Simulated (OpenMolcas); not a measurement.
Ir6+ among 4 point charges of -2 e arranged as a tetrahedron (Td), 2.19 Å from the ion.

```
Program             : OpenMolcas 26.06
Method              : CASSCF
Basis               : ANO-RCC-VDZP [7s6p4d2f]
Scalar Hamiltonian  : DKH2, point nucleus
Active space        : 3 electrons in 5 orbitals (5d)
State averaging     : 2S+1 = 4 even, 10 roots; 2S+1 = 2 even, 40 roots
Spin-orbit coupling : state interaction with AMFI integrals over the reference wave functions
```

Q: What is the spin-free ground state (labels of Td)?

A: 4T1, 3-fold in its orbital part, 100 % from free-ion F terms; it has the highest spin that d3 allows.

Q: Where is the first state of the same spin?

A: 4T2 at 1520 cm-1 above the ground state.

Q: What are the lowest two levels with spin-orbit coupling?

A: A 4-fold level Γ8, then a 2-fold level Γ7 7415 cm-1 above it. Their leading multiplicities are 4 (84 %) and 4 (95 %).

Q: What is χT at 300 K?

A: 0.12 cm3 K/mol.

Q: Which ligand-field parameters describe the states?

A: A least-squares ligand-field fit to the states below 45000 cm-1, each weighted by its degeneracy and with a free common offset, gives 10Dq = -1865 cm-1 (negative for this site), B = 965 cm-1 and C = 4044 cm-1 (C/B = 4.19), with an rms deviation of 15 cm-1. 

Spin-orbit coupling mixes the spin-free states strongly: the lowest level takes only 43 % from its leading state, 4T1. Without dynamic correlation the repulsion within the d shell is too large (B by tens of per cent), so at a given field states of lower spin stand too high. Point charges give a weaker field than real ligands, and real ions of this kind are as a rule low spin; the high spin found here belongs to the model. The ground term spreads over less than 5000 cm-1, several times less than with real ligands, so orbital moments are less quenched and χT lies further from the spin-only value than at real sites. Point charges carry no covalency, so the field is a model and not that of real ligands. No measured value stands beside these numbers.
